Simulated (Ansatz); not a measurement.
The standard entropy of AlSiNH6O (SMILES O[SiH2][NH][AlH2]) from a frequency calculation

A singlet with charge 0, relaxed at PBE/def2-SVP (Ansatz 0.2.0):

```xyz
10

O    -1.8616   -0.7130   -1.0679
Si   -0.6017    0.3855   -0.8569
N     0.6919   -0.3833    0.0228
Al    1.2579   -0.0918    1.7141
H    -2.3894   -0.5733   -1.8730
H    -1.0155    1.5696   -0.0284
H    -0.1542    0.8498   -2.2240
H     1.1513   -1.1475   -0.4894
H     0.5488    1.0588    2.5601
H     2.4555   -1.0059    2.2456
```

Harmonic wavenumbers in cm⁻¹: 63, 142, 161, 178, 304, 480, 536, 572, 582, 695, 734, 762, 814, 827, 903, 928, 952, 1097, 1887, 1904, 2123, 2168, 3475, 3766.

Masses in u: O 15.999, Si 28.085, N 14.007, Al 26.982, H 1.008. Take T = 298.15 K, p = 1 bar, R = 8.3145 J/(mol K), kT/hc = 207.22 cm⁻¹, rigid rotor and harmonic oscillator.

Q: Compute the standard molar entropy.

A: 
1. Translation (Sackur–Tetrode): S = R[3/2 ln M + 5/2 ln T − 1.1517] with M = 91.121 gives 165.1 J/(mol K).
2. Rotation: principal moments 38.605, 265.516, 273.299 u Å² give A, B, C = 0.4367, 0.0635, 0.0617 cm⁻¹; the symmetry number is σ = 1; q = (√π/σ)√((kT/hc)³/ABC) = 127821; S = R(ln q + 3/2) = 110.2.
3. Vibration: with u = ν̃/207.22, each mode gives R[u/(eᵘ − 1) − ln(1 − e⁻ᵘ)]; the sum is 72.5, most from 63 cm⁻¹ (18.2), 142 cm⁻¹ (11.6), 161 cm⁻¹ (10.6).
4. Electronic: R ln 1 = 0.0, from the spin multiplicity alone.
5. Sum: 165.1 + 110.2 + 72.5 + 0.0 = 347.8 J/(mol K).

No measured value is set beside it here. Where a soft mode is a torsion, a harmonic oscillator describes it poorly.
